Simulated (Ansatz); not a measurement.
Computed with Ansatz on PBE0-D4/def2-TZVP structures; ΔE is electronic, products minus reactants. CCSD(T)/CBS is the MP2 limit (def2-TZVPP, def2-QZVPP) plus CCSD(T) − MP2 in def2-TZVPP, frozen cores. This one scheme is used for every species. Functionals use def2-TZVPP. One conformer a species, not always the lowest.

Consider the silylene formation by 1,1-elimination: `N[Si](S)(Cl)C=O` → `NC=O` + `S[Si]Cl`.

(1) Is it downhill or uphill in electronic energy at CCSD(T)/CBS, and by how much? (Best estimate.)

(2) What do these levels give: PBE-D4, B2PLYP, r2SCAN, PBE0, SCS-MP2/def2-TZVPP, SCS-MP2/def2-QZVPP? (Best estimate.)

Largest T1 diagnostic among the species: 0.016.

## Answers

(1) The calculation gave: Uphill: ΔE = +144.8 kJ/mol.

(2) The calculation gave: PBE-D4 113.0, B2PLYP 122.1, r2SCAN 131.9, PBE0 119.3, SCS-MP2/def2-TZVPP 145.5, SCS-MP2/def2-QZVPP 149.7 kJ/mol.

In def2-TZVPP, CCSD(T) changes the Hartree–Fock value by +12.0 kJ/mol (the triples alone add −0.5 kJ/mol) and MP2 by +24.5 kJ/mol. The D4 term adds +21.5 kJ/mol with B3LYP and +12.1 kJ/mol with PBE0; it sums over pairs of atoms, weighted by their polarisabilities, and B3LYP, whose exchange is more repulsive, gets the larger term.

B3LYP here is the variant with VWN-RPA as its local correlation; programs differ in this.
